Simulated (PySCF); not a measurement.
# What a mistake does to a calculation on H9NSi3

These are calculations, not measurements. The program is PySCF 2.14.0, an open-source quantum chemistry code, run on an isolated molecule that a program drew, which may never have been made. The molecule is H9NSi3 (charge 0, singlet), drawn as the SMILES string `[SiH3]N([SiH3])[SiH3]`.

Each row is a Hartree-Fock (HF) and frozen-core CCSD(T) single point in the cc-pV(D+d)Z basis, meant for a local HF minimum. Run 1 is clean. Each other run has one planted mistake out of seven kinds, and not every kind appears here: one electron removed, one electron added, multiplicity raised by two, geometry at a saddle point, minimal basis STO-3G, one bond length entered in bohr, all coordinates scaled. The reference is restricted for singlets and unrestricted otherwise, and also for a bond in bohr. Adding or removing an electron swaps singlet and doublet. Electrons count all cores. HOMO and LUMO are orbital energies over both spins, the gradient is its largest component, and the lowest frequency (negative if imaginary) is given only where the gradient is small. Bond lengths are over the 12 bonds as drawn. T1 is the CCSD diagnostic: over 0.02 (restricted) or 0.045 (unrestricted) a single reference is doubtful.

Geometry of the clean run:
```xyz
13
H9NSi3, angstrom
Si   -0.1243   -0.7020   -1.2674
N     1.3908   -0.0373   -1.8345
Si    1.4099    1.4836   -2.6977
Si    2.8869   -0.8932   -1.5377
H    -0.1319   -0.8499    0.2052
H    -1.2019    0.2318   -1.6661
H    -0.3884   -2.0301   -1.8648
H     0.6120    1.4087   -3.9420
H     0.8666    2.5822   -1.8680
H     2.8176    1.7870   -3.0424
H     3.8238   -0.0794   -0.7313
H     3.5629   -1.2542   -2.8039
H     2.5567   -2.1307   -0.7947
```

```
run  electrons  basis functions  <S^2>  HOMO (eV)  LUMO (eV)  gradient (hartree/bohr)  lowest frequency (cm^-1)  mean bond (Å)  longest bond (Å)      T1  HF (hartree)  CCSD(T) (hartree)                     mistake
  1         58              128  0.000     -10.72       3.32                  1.8e-05                        89         1.5474             1.749  0.0111    -926.56211         -927.12800                    no fault
  2         58              128  2.012      -2.77      -1.11                  7.2e-02                         -         1.5474             1.749  0.0269    -926.33177         -926.90149  multiplicity raised by two
  3         58               41  0.000      -7.27      11.51                  2.9e-02                         -         1.5474             1.749  0.0076    -915.84008         -916.07501        minimal basis STO-3G
  4         59              128  0.758       2.66       8.28                  4.7e-03                         -         1.5474             1.749  0.0130    -926.45154         -927.05403          one electron added
  5         57              128  0.764     -17.66      -6.62                  7.4e-02                         -         1.5474             1.749  0.0280    -926.24468         -926.77996                           ?
```

**Which mistake was planted in run 5, and what did it cost?**

It counts 57 electrons, one fewer than the clean run, at the same geometry and basis. So the mistake is: one electron removed. Subtracting run 1 and multiplying by 627.51 kcal/mol a hartree, the energy moved by 199.2 kcal/mol in HF and 218.4 kcal/mol in CCSD(T).

Cautions from the logs. Run 4: the HOMO is above zero, so the electron isn't bound and the energy depends on the basis.
